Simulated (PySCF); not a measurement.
# F4O2Si2: core ionisation energies

Compound: cyclo-(F2SiO)2.
Bonds: Si1–F2, Si1–F3, Si1–O4, Si1–O8, O4–Si5, Si5–F6, Si5–F7, Si5–O8.

Method used: delta-SCF UKS SCAN, pcX-2 on the ionised atom, pcseg-1 elsewhere, spin-free X2C (PySCF). Binding energies are ΔSCF values: E(core-ionised, relaxed orbitals) − E(ground state) at a fixed geometry, referred to the vacuum level.

Q: What binding energy does each computed site have?

A: 
```
    atom(s)                    environment     level  binding energy (eV)  2p1/2 (eV)  count
    Si1/Si5  silicon bonded to 2 F and 2 O  Si 2p3/2               111.28      111.90      2
    Si1/Si5  silicon bonded to 2 F and 2 O     Si 1s              1851.65           –      2
F2/F3/F6/F7          fluorine bonded to Si      F 1s               694.27           –      4
      O4/O8          oxygen bonded to 2 Si      O 1s               539.84           –      2
```

Q: Which effective nuclear charge Zeff reproduces each element's mean 1s value in the hydrogen-like formula E = 13.606 eV × Zeff²?

A: O (Z = 8): mean 539.8 eV, Zeff = 6.30, Z − Zeff = 1.70; F (Z = 9): mean 694.3 eV, Zeff = 7.14, Z − Zeff = 1.86; Si (Z = 14): mean 1851.7 eV, Zeff = 11.67, Z − Zeff = 2.33. Means run over the listed sites, weighted by atom count.

Atoms equivalent by their bonding share one computed value, that of the first of them. 2p3/2 and 2p1/2 are the ΔSCF energy of one spin-free 2p hole plus the eigenvalues of a spin–orbit and ligand-field matrix of the shell. 2p1/2 minus 2p3/2 (ligand field included): Si 0.63 eV. The structure is a single PBE0-D3(BJ)/def2-SVP conformer in the gas phase; no vibrational or solvent corrections.

Hardware: one thread, Arm Neoverse V2 (aarch64), shared host with 96 logical CPUs at a one-minute load of 53. Cost: 20 s, 0.51 GiB resident at most.
